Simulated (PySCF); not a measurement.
An unknown shows these calculated signals:

$^{1}$H NMR (400 MHz, computed): δ 4.72 (s, 6H), 4.63 (m, 1H), 4.41 (m, 1H), 3.54 (m, 1H), 2.26 (m, 2H), 1.49 (m, 2H).

$^{13}$C{$^{1}$H} NMR (computed): δ 54.8 (CH), 23.3 (CH2).

- GIAO PBE0/pcSseg-1 shieldings
- geometry from GFN2-xTB
- code: PySCF
- non-relativistic, a single conformation, fast rotation and ring inversion assumed for equivalent nuclei, no solvent

Scale: TMS for $^{1}$H (σ = 31.72 ppm), $^{13}$C (σ = 186.93 ppm) (reference shieldings calculated alike).

**Question.** Which of these does the molecule contain: an OH group, an ester, an N-methyl group, a Si–H bond?

**Answer.** 
- An OH group: no.
- An ester: no.
- An N-methyl group: no.
- A Si–H bond: yes (δH 4.72 (s)).

The data belong to SMILES C1C(N([SiH3])[SiH3])C[SiH2]1, C$_{3}$H$_{13}$NSi$_{3}$; they needn't prove each group on their own.

Carbon signals by region: 1 at 50–100 ppm, 1 below 50 ppm.

Shifts are as computed. Against solution values, carbons near 30 ppm lie about +3 ppm off and those near 130 ppm about +5 ppm. Of 1211 compounds with measured shifts, 218 miss one by over three times the rms of a fit or turn the order of signals round; such compounds aren't used in these exercises. No couplings were computed; multiplicities are counted from neighbouring protons, with m where these are inequivalent, close in shift, in a saturated or five-membered ring or joined by F or P, and br s for small geminal =CH2 splittings.
